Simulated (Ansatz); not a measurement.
Correlation energies of F2Ge2H4 (`[F][GeH]([F])[GeH3]`) by basis set

Cartesian coordinates in Å:
```
F 0.620 2.248 0.238
Ge 1.005 0.573 0.002
F 1.829 0.124 1.461
Ge -1.067 -0.679 -0.124
H 2.058 0.528 -1.117
H -1.841 -0.217 -1.365
H -0.729 -2.170 -0.242
H -1.874 -0.407 1.148
```

The species carries charge 0 and has multiplicity 1. Correlated methods include outer-core shells of Ge, which these sets cover unevenly. Scalar relativity is left out up to krypton. Geometry: relaxed with PBE0-D4/def2-TZVP. Frozen core, restricted reference, the Gaussian-basis code of Ansatz.

```tsv
basis	HF (Eh)	MP2 corr.
def2-SVP	-4351.32356	-0.83394
def2-TZVPP	-4352.11502	-1.01526
def2-QZVPP	-4352.20989	-1.59105
```

Estimate the CCSD correlation energy and the (T) correction in each basis where they were run (hartree).


```tsv
basis	CCSD corr.	(T)
def2-SVP	-0.84707	-0.01882
def2-TZVPP	-1.02950	-0.03266
```
